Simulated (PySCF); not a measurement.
# Telling isomers of C$_{6}$H$_{10}$OSi apart by NMR

PySCF 2.14 calculation with GIAO PBE0/pcSseg-1 shieldings and structure optimised with GFN2-xTB; fast rotation and ring inversion assumed for equivalent nuclei, a single conformation, no relativistic terms, gas phase.

Referencing at the same level of theory: ¹H (31.72 ppm) and ¹³C (186.93 ppm) vs TMS. Where no couplings were computed, multiplicities follow the n + 1 count of equivalent neighbours, and m marks all less simple cases (inequivalent or close neighbours, rings, F or P nearby). Shifts are as computed. Against solution values, carbons near 30 ppm lie about +3 ppm off and those near 130 ppm about +5 ppm. Of 1211 compounds with measured shifts, 218 miss one by over three times the rms of a fit or turn the order of signals round; such compounds aren't used in these exercises.

(1) Tabulate the signals of `C=C/C=C/C=C/O[SiH3]`, `CO[Si]1(C)C=CC=C1` and their relative energies.

(2) What is the quickest way to tell C=C/C=C/C=C/O[SiH3] from CO[Si]1(C)C=CC=C1?

Answers

(1) 
| SMILES | carbon types | δC | δH | E rel. (kcal/mol) |
| --- | --- | --- | --- | --- |
| C=C/C=C/C=C/O[SiH3] | 5×CH 1×CH2 | 152.5, 145.8, 138.0, 136.9, 123.8, 121.7 | 6.71 (d, 1H), 6.58 (m, 1H), 6.35 (m, 1H), 6.23 (m, 1H), 6.18 (m, 1H), 5.41 (m, 1H), 5.29 (m, 1H), 4.99 (s, 3H) | 30.6 |
| CO[Si]1(C)C=CC=C1 | 4×CH 2×CH3 | 155.3, 134.3, 53.3, -4.2 | 7.09 (m, 2H), 5.81 (d, 2H), 3.77 (s, 3H), 0.28 (s, 3H) | 0.0 |

Energies are electronic energies at PBE0/pcSseg-1 on these geometries, without zero-point or thermal terms, each for the one conformer computed, which needn't be the lowest.

(2) Count the carbon signals: 6 against 4. The first has a terminal =CH2 carbon at 121.7 ppm, the second a methyl carbon bonded to O (CH3) at 53.3 ppm. Their most deshielded carbons lie at 152.5 and 155.3 ppm.
